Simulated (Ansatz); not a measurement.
Ansatz (an electronic-structure program) input for anisole (C7H8O), SMILES c1cccc(c1)OC, CAM-B3LYP/def2-SVPD. Geometry: r2SCAN-D4/def2-SVP. The values are those of a single conformer.

Ansatz 0.2 input:
```yaml
crystal:
  periodic: [false, false, false]
  atoms:
    - {symbol: C, position_ang: [0.32239536, 2.75737568, -0.00000000]}
    - {symbol: O, position_ang: [-0.67123471, 1.75823863, -0.00000000]}
    - {symbol: C, position_ang: [-0.27632201, 0.46033729, -0.00000000]}
    - {symbol: C, position_ang: [-1.30758582, -0.49557953, 0.00000000]}
    - {symbol: C, position_ang: [-0.99977317, -1.85299537, 0.00000000]}
    - {symbol: C, position_ang: [0.33466832, -2.28215507, 0.00000000]}
    - {symbol: C, position_ang: [1.35437403, -1.33007089, -0.00000000]}
    - {symbol: C, position_ang: [1.06323983, 0.04002240, -0.00000000]}
    - {symbol: H, position_ang: [-0.20476959, 3.72019507, -0.00000000]}
    - {symbol: H, position_ang: [0.96309561, 2.69707814, -0.89856335]}
    - {symbol: H, position_ang: [0.96309561, 2.69707814, 0.89856336]}
    - {symbol: H, position_ang: [-2.34125516, -0.14016150, 0.00000000]}
    - {symbol: H, position_ang: [-1.81136469, -2.58692335, 0.00000000]}
    - {symbol: H, position_ang: [0.57327091, -3.34895836, 0.00000000]}
    - {symbol: H, position_ang: [2.40115036, -1.64915803, -0.00000000]}
    - {symbol: H, position_ang: [1.88067537, 0.76333372, -0.00000000]}
basis:
  gaussian:
    orbitals: def2-SVPD
hamiltonian:
  xc: {name: CAM-B3LYP}
```

Log of the run:

```
WARN ansatz: RAYON_NUM_THREADS=2 ignored (pool sized by the plan → 2); use --threads N
Functional definition: CAM-B3LYP
integrals: 0.24 GiB planned
1880 factors; their error is unknown
integrals: 0.27 GiB planned
714 factors; integrals over basis functions are off by at most 8.6e-6 eV
mean field: 2.28 GiB planned
mean field evaluation 1: about -9419.0561 eV, gradient 4.9e1 eV
mean field evaluation 2: about -9420.8352 eV, gradient 4.3e1 eV
mean field evaluation 4: about -9424.8236 eV, gradient 2.7e0 eV
mean field evaluation 8: about -9424.8364 eV, gradient 4.1e-2 eV
mean field evaluation 16: about -9424.7518 eV, gradient 7.9e-5 eV
mean field -9424.75183038 eV, -346.3532414401 hartree, gradient 7.9e-5 eV, S^2 0.000000; 0 other end points of the search recorded, 0 dependent functions left out
reference -9424.75197790 eV, -346.3532468615 hartree; 29, 29 occupied and 198, 198 virtual orbitals, 1880 factors
Total energy: -9424.75197790 eV, -346.3532468615 hartree
```

The calculation finished and met its thresholds.
